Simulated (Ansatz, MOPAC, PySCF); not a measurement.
Donor–acceptor adduct: GaH2I (SMILES [GaH2][I]) (first 4 atoms) with H2O (SMILES O); geometry from B3LYP-D3(BJ)/def2-TZVP, rigid monomers moved along the line of their centres of mass till Ga1···O5 is 3.74 Å.
(charge 0, multiplicity 1):
```xyz
7

Ga    -0.02731    -1.20652     1.50893
I     -0.16180     1.06806     0.28494
H      1.39650    -1.83710     1.48392
H     -1.41063    -1.91962     1.66195
O      0.04676    -0.46772     5.17852
H      0.21124     0.46106     4.94655
H     -0.82465    -0.49369     5.59604
```

Monomers are frozen at their geometry in the pair; levels with a basis set take the counterpoise correction. Rows marked so take none.

Rows in 3-21G carry no dispersion term and start afresh at each structure; the Pople sets are all-electron and without relativity. The state that PM6 reach isn't checked.

Programs: Ansatz (a first-principles code); MOPAC for PM6 (differences of heats of formation); PySCF for 3-21G rows, the dispersion terms.  In def2 rows elements past Kr take small-core potentials, without spin–orbit coupling.

One of these levels gives -3.34 kcal/mol for the interaction energy. Which one is it?
(A) PBE/def2-TZVPPD
(B) HF/3-21G (no counterpoise)
(C) PM6
(D) B3LYP-D4/def2-TZVPPD

D, B3LYP-D4/def2-TZVPPD. The others give -1.26 (PM6), -7.64 (HF/3-21G (no counterpoise)), -2.92 (PBE/def2-TZVPPD)
